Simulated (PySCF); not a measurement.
NbO2, SMILES [Nb](=[O])=[O] (connectivity only; charge and spin as stated), neutral, multiplicity 2. Atoms are numbered in the order given.

```xyz
3

Nb     0.0000     0.0000    -0.2966
O      0.0000     1.3580     0.7599
O      0.0000    -1.3580     0.7599
```
Charge 0, spin multiplicity 2.

Geometry: PBE-D3(BJ)/def2-TZVP. The spin state was assumed, not searched. The def2 effective core potentials stand for the cores of Nb; spin–orbit coupling is left out.

Computed with PBE-D3(BJ)/def2-TZVP in PySCF.

Frequencies are harmonic and unscaled.

```json
[
 {"mode": "1", "ν (cm⁻¹)": "352", "IR (km/mol)": "0.5", "moving atoms (share of kinetic energy)": "O 87 %, Nb 13 %"},
 {"mode": "2", "ν (cm⁻¹)": "935", "IR (km/mol)": "191.1", "moving atoms (share of kinetic energy)": "O 82 %, Nb 18 %"},
 {"mode": "3", "ν (cm⁻¹)": "983", "IR (km/mol)": "101.6", "moving atoms (share of kinetic energy)": "O 87 %, Nb 13 %"}
]
```
